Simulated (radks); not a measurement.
Q: Radial electron density D(r) = 4 pi r^2 rho(r) of an atom or ion with 48 electrons. All-electron calculation, non-relativistic Kohn-Sham, BLYP, spin-unpolarised, spherical densities, point nucleus. Program: a radial shooting solver on a logarithmic mesh with Libxc functionals.

| r (bohr) | D(r) (e/bohr) |
|---|---|
| 0.001722 | 2.923 |
| 0.001973 | 3.739 |
| 0.002279 | 4.834 |
| 0.002611 | 6.134 |
| 0.003015 | 7.851 |
| 0.003454 | 9.854 |
| 0.003989 | 12.45 |
| 0.00457 | 15.40 |
| 0.005278 | 19.11 |
| 0.006047 | 23.20 |
| 0.006984 | 28.13 |
| 0.008001 | 33.31 |
| 0.009241 | 39.20 |
| 0.01059 | 44.93 |
| 0.01223 | 50.84 |
| 0.01401 | 55.91 |
| 0.01618 | 60.24 |
| 0.01853 | 62.96 |
| 0.0214 | 64.08 |
| 0.02452 | 63.44 |
| 0.02832 | 61.33 |
| 0.03245 | 58.75 |
| 0.03747 | 56.56 |
| 0.04293 | 56.23 |
| 0.04958 | 58.72 |
| 0.0568 | 63.90 |
| 0.0656 | 71.38 |
| 0.07516 | 78.31 |
| 0.0868 | 82.82 |
| 0.09945 | 82.49 |
| 0.1148 | 77.07 |
| 0.1316 | 69.24 |
| 0.152 | 62.00 |
| 0.1741 | 59.49 |
| 0.2011 | 62.21 |
| 0.2304 | 67.04 |
| 0.266 | 69.13 |
| 0.3048 | 64.27 |
| 0.352 | 51.93 |
| 0.4033 | 37.74 |
| 0.4657 | 26.11 |
| 0.5336 | 21.55 |
| 0.6162 | 22.42 |
| 0.706 | 24.70 |
| 0.8153 | 24.76 |
| 0.9341 | 21.57 |
| 1.079 | 16.11 |
| 1.236 | 10.95 |
| 1.427 | 6.764 |
| 1.635 | 4.234 |
| 1.889 | 2.642 |
| 2.164 | 1.703 |
| 2.499 | 1.010 |
| 2.863 | 0.5473 |
| 3.306 | 0.2391 |
| 3.788 | 0.08843 |
| 4.375 | 0.02347 |
| 5.012 | 0.004971 |
| 5.788 | 0.0006748 |

What is the nuclear charge?

A: Z = 51. The innermost maximum, from 1s, lies near 1/Z = 0.0196 bohr (found: 0.0217), and its height grows with Z. The density is that of the antimony ion Sb3+ in [Kr] 4d10 5s2; the configuration itself is not fixed sharply by these data, and Z only to a few units. D(r) has 4 maxima, at r = 0.0217, 0.0918, 0.260, 0.765 bohr, and minima at 0.0409, 0.174, 0.555 bohr, inside which lie 2.01, 11.37, 29.00 electrons.
